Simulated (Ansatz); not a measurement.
C$_{6}$H$_{5}$BF$_{6}$O$_{3}$ (`C[B-]1(O)OC(C(F)(F)F)=CC(C(F)(F)F)=[O+]1`), charge 0, multiplicity 1.

(1) Give a relaxed structure at PBE0-D4/def2-TZVP (Ansatz). (Best estimate.)

Answers

(1) The calculation gave: 
```xyz
21

C     1.295   -1.665    1.300
B     1.143   -0.099    1.156
O     1.942    0.683    1.971
O    -0.382    0.293    1.373
C    -1.218    0.267    0.433
C    -2.669    0.461    0.884
F    -2.822    1.682    1.391
F    -3.515    0.321   -0.134
F    -2.984   -0.428    1.816
C    -0.901    0.154   -0.911
C     0.447    0.279   -1.211
C     0.914    0.486   -2.654
F     1.855   -0.395   -2.964
F     1.415    1.711   -2.792
F    -0.093    0.347   -3.514
O     1.375    0.305   -0.362
H     0.638   -2.228    0.630
H     2.324   -1.965    1.085
H     1.070   -1.974    2.323
H     1.822    1.628    1.858
H    -1.657    0.138   -1.677
```
Point group Cs.
This is one stationary point; other conformers may exist.
